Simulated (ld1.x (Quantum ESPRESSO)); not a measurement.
# Transferability test, PAW potential for Fe

iron, PAW, made with ld1.x (Quantum ESPRESSO) 7.5 (PBEsol, fully relativistic). Core [Ne], reference 3s2 3p6 3d6 4s2 4p0. Waves: 3s (bound): rcut 1.60, rcutus 1.70 bohr; 4s (bound): rcut 1.60, rcutus 1.70 bohr; 3p (bound): rcut 1.20, rcutus 1.66 bohr; 4p (bound, empty): rcut 1.20, rcutus 1.66 bohr; 3d (bound): rcut 0.70, rcutus 0.95 bohr; 3d channel at 2.25 Ry: rcut 0.70, rcutus 0.95 bohr. Local part: all-electron potential smoothed inside 1.40 bohr (lloc = -1). Core correction: Bessel-smoothed model core, default radius (core density twice the valence density). Augmentation charge: PSQ, inside the norm-conserving radii.

Open shells are filled in proportion to 2j + 1 (rel_dist='average').

Energies are relative to the spin-unpolarised reference configuration 3s2 3p6 3d6 4s2 4p0; without spin polarisation the order of configurations can differ from experiment. Not all tests gave a result: test run stopped at test 4 of 7 (negative rho).

| valence configuration | charge | ΔE all-electron (eV) | error AE − PS (meV) |
| --- | --- | --- | --- |
| 3s2 3p6 3d6 4s1 4p0 | +1 | 8.745 | +0.5 |
| 3s2 3p6 3d6 4s0 4p0 | +2 | 24.861 | +5.0 |
| 3s2 3p6 3d5 4s0 4p0 | +3 | 59.047 | +1.2 |

Levels in the configuration 3s2 3p6 3d6 4s0 4p0:

| level | all-electron (eV) | pseudo (eV) |
| --- | --- | --- |
| 3s j=1/2 | -112.149 | -112.154 |
| 3p j=1/2 | -79.366 | -79.378 |
| 3p j=3/2 | -77.827 | -77.839 |
| 3d j=3/2 | -25.778 | -25.787 |
| 3d j=5/2 | -25.620 | -25.629 |

The ghost test of this file was not conclusive.
